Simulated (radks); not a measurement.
Task: These are the eigenvalues of the occupied orbitals of an atom or ion with whole-number occupations (eV). All-electron calculation, Dirac Kohn-Sham, PBE, spin-unpolarised, spherical densities, finite nucleus; Fermi nuclear charge, rms radius of each element as measured or else 0.836 A^(1/3) + 0.57 fm. Program: a radial shooting solver on a logarithmic mesh with Libxc functionals.

1s1/2: -11728.84
2s1/2: -1499.093
2p1/2: -1340.703
2p3/2: -1304.138
3s1/2: -203.2751
3p1/2: -150.0496
3p3/2: -145.0242
3d3/2: -53.9895
3d5/2: -53.2572
4p1/2: -14.9461
4p3/2: -14.5834

Which element is it, and in what charge state? The configuration may be excited. Open shells, if any, fill j = l - 1/2 first.

Result: Z = 33, arsenic, charge +1: As+ in [Ar] 3d10 4p4. The list shows which subshells hold electrons but not how many an open one holds; the 1s level, -431.03 hartree, gives Z - s = 29.4 by -(Z - s)^2/2, which with screening and relativity narrows Z to a few neighbours, and the depths of the outer levels then fix element, charge and occupations together.
